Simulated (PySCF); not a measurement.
## Dipole moment and polarisability of `C#CC[Si@@H](O)O[SiH3]`

Compound: C₃H₈O₂Si₂.
Structure used (GFN2-xTB), in Å, numbered top down from 1:
```xyz
15
C3H8O2Si2 angstrom
C      3.5062   -0.1974    0.8796
C      2.5644   -0.1507    0.1413
C      1.3887   -0.1018   -0.6900
Si    -0.1488   -0.6807    0.2823
O     -0.2970    0.1484    1.6727
O     -1.4547   -0.3573   -0.6071
Si    -2.9684    0.1986   -0.7839
H      4.3572   -0.2362    1.4911
H      1.2479    0.9232   -1.0428
H      1.5519   -0.7269   -1.5686
H     -0.1484   -2.1188    0.5271
H      0.4636    0.2903    2.2297
H     -2.9458    1.6525   -0.6327
H     -3.8207   -0.4285    0.2237
H     -3.3008   -0.2179   -2.1445
```

Level: B3LYP/def2-SVPD (PySCF), static field, nuclei fixed, core orbitals frozen in the response. The polarisability tensor in these axes (au):

```
x   111.52  -0.51  12.43
y    -0.51  75.55  -0.92
z    12.43  -0.92  84.87
```

Q: Diagonalise the tensor; give its mean and Δα, where Δα² is half the sum of the squared differences of the eigenvalues.

A: Principal values 75.44, 80.07 and 116.43 au; mean 90.65 au = 13.43 Å³ = 14.95 × 10⁻⁴⁰ C²·m²/J; Δα = 38.89 au (43 % of the mean).

Q: What is the dipole moment, and where does it point?

A: (0.56, 0.20, -0.02) D, 0.59 D in size, pointing from the negative to the positive side. Measured along this direction, the outermost atoms are H14 at the negative end and H8 at the positive end.

Q: How large is μ²/3kT at 298 K beside α?

A: In Gaussian units μ²/3kT = 2.86 Å³ against 13.43 Å³, a ratio of 0.21; the Debye molar polarisation (4π/3)N_A(α + μ²/3kT) is 41.1 cm³/mol, leaving out the vibrational part.

Q: Rayleigh depolarisation ratio (linearly polarised light, static tensor)?

A: ρ = 3Δα²/(45ᾱ² + 4Δα²) = 4537.1/(369756 + 6049.5) = 0.0121.

Q: Refractivity n − 1 of an ideal gas of it at 298.15 K and 1 atm, from the electronic α?

A: N = p/kT = 2.4615 × 10¹⁹ cm⁻³, so n − 1 = 2π × N × 13.43 × 10⁻²⁴ cm³ = 2077 × 10⁻⁶ at long wavelengths, for an ideal gas.

Q: Find the Langevin capture rate constant for NH4+ (18.034 u) meeting this molecule (132.006 u), k = 2.342 × 10⁻⁹ cm³/s × √(α in Å³ / reduced mass in u).

A: The reduced mass is 15.87 u, so k = 2.15 × 10⁻⁹ cm³/s. The formula leaves out the permanent dipole, which adds to the capture rate.

Geometry: GFN2-xTB, one conformer, isolated molecule.
